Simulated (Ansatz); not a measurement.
Consider the formal exchange of groups at the Al–S bond: `C[S][AlH][GeH3]` + `F[SiH3]` → `F[SiH2][AlH][GeH3]` + CH₃SH.

Computed with Ansatz on PBE0-D4/def2-TZVP structures; ΔE is electronic, products minus reactants. CCSD(T)/CBS adds triple-zeta CCSD(T) − MP2 to the extrapolated MP2 energy (def2 sets, frozen cores). This one scheme is used for every species. Functionals use def2-TZVPP. B3LYP here is the variant with VWN-RPA as its local correlation; programs differ in this. For Ge outer-core shells are correlated without core-valence functions, which leaves a few kJ/mol of doubt a bond. Scalar relativity is left out up to krypton. Each species was taken in one conformer, which may not be the lowest.

(1) Is it downhill or uphill in electronic energy at CCSD(T)/CBS, and by how much? (Estimate.)

(2) What do these levels give: B3LYP-D4, ωB97X-V, B2PLYP, B3LYP, HF/def2-TZVPP, SCS-MP2/def2-TZVPP, CCSD/def2-TZVPP, HF/def2-QZVPP, MP2/def2-QZVPP, HF/CBS(def2), MP2/CBS(def2), CCSD/CBS(def2)? (An estimate is asked.)

Largest T1 diagnostic among the species: 0.012.

## Answers

(1) The calculation gave: Uphill: ΔE = +1.31 eV.

(2) Computed: B3LYP-D4 1.28, ωB97X-V 1.25, B2PLYP 1.31, B3LYP 1.22, HF/def2-TZVPP 1.30, SCS-MP2/def2-TZVPP 1.38, CCSD/def2-TZVPP 1.28, HF/def2-QZVPP 1.30, MP2/def2-QZVPP 1.44, HF/CBS(def2) 1.30, MP2/CBS(def2) 1.44, CCSD/CBS(def2) 1.29 eV.

The D4 term adds +0.05 eV with B3LYP and +0.03 eV with PBE0; it sums over pairs of atoms, weighted by their polarisabilities, and B3LYP, whose exchange is more repulsive, gets the larger term. From PBE to PBE0 (25 % exact exchange), in def2-TZVPP and without D4, ΔE moves by +0.04 eV.
